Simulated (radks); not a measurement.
The numbers below are computed, except where a source is named.
Isoelectronic series with 3 electrons, all held in the configuration [He] 2s1, which need not be the ground one along the series. Level of theory: scalar-relativistic Kohn-Sham, PBE, spin-polarised, spherical densities, point nucleus; open shells are filled with parallel spins first (spin-orbit coupling, left out, can overturn this in heavy ions) (a radial shooting solver on a logarithmic mesh with Libxc functionals). Total energies (hartree) and orbital eigenvalues (eV):

\begin{tabular}{lrrr}
ion & E (hartree) & 2s up & 1s down \\ \hline
Ru41+ & -2192.04637 & -6251.661 & -25741.83 \\
Rh42+ & -2296.90545 & -6562.030 & -26989.36 \\
Pd43+ & -2404.43988 & -6880.708 & -28269.00 \\
Ag44+ & -2514.67200 & -7207.776 & -29581.00 \\
Cd45+ & -2627.62496 & -7543.317 & -30925.62 \\
In46+ & -2743.32272 & -7887.420 & -32303.16 \\
Sn47+ & -2861.79015 & -8240.174 & -33713.89 \\
Sb48+ & -2983.05300 & -8601.672 & -35158.12 \\
Te49+ & -3107.13795 & -8972.012 & -36636.15 \\
I50+ & -3234.07265 & -9351.295 & -38148.30 \\
Xe51+ & -3363.88574 & -9739.623 & -39694.91 \\
Cs52+ & -3496.6069 & -10137.11 & -41276.32 \\
Ba53+ & -3632.2669 & -10543.86 & -42892.89 \\
La54+ & -3770.8977 & -10959.99 & -44544.98 \\
Ce55+ & -3912.5322 & -11385.63 & -46232.97 \\
Pr56+ & -4057.2049 & -11820.90 & -47957.28 \\
Nd57+ & -4204.9510 & -12265.92 & -49718.29 \\
Pm58+ & -4355.8077 & -12720.84 & -51516.45 \\
Sm59+ & -4509.8129 & -13185.80 & -53352.19 \\
Eu60+ & -4667.0065 & -13660.93 & -55225.98 \\
Gd61+ & -4827.4295 & -14146.39 & -57138.28 \\
Tb62+ & -4991.1246 & -14642.34 & -59089.60 \\
Dy63+ & -5158.1362 & -15148.94 & -61080.44 \\
Ho64+ & -5328.5104 & -15666.36 & -63111.34 \\
\end{tabular}
